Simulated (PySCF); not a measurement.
# Potential energy of HI along the bond

Set-up: PySCF, spin-free X2C with a Gaussian nucleus, basis sets H x2c-SVPall, I x2c-SVPall. Energies in eV from H + I in their ground configurations at the same level. State: ¹Σ⁺ (singlet), closed shell.

```tsv
R (Å)	r²SCANh
1.390	-2.627
1.454	-3.023
1.519	-3.246
1.567	-3.327
1.616	-3.349
1.665	-3.323
1.729	-3.232
1.810	-3.051
1.907	-2.770
2.036	-2.338
```

Put a parabola through the three lowest points of the r²SCANh curve and estimate Re, k and ωe (reduced mass 0.9999 u; 1 eV/Å² = 0.16022 mdyn/Å; ωe = 1302.8·√(k/μ) cm⁻¹).

Through R = 1.567, 1.616, 1.665 Å the second-order coefficient is 10.0 eV/Å², so Re ≈ 1.614 Å, k ≈ 3.20 mdyn/Å and ωe ≈ 2332 cm⁻¹. A polynomial fit of higher order to the unrounded r²SCANh energies gives Re = 1.612 Å, k = 3.27 mdyn/Å, ωe = 2355 cm⁻¹; anharmonicity and rounding make the difference.

The higher-order fit for each curve: r²SCANh: Re = 1.612 Å, ωe = 2355 cm⁻¹, De = 3.35 eV.

These are scalar-relativistic numbers at best; spin–orbit coupling would shift them, the dissociation energy most.
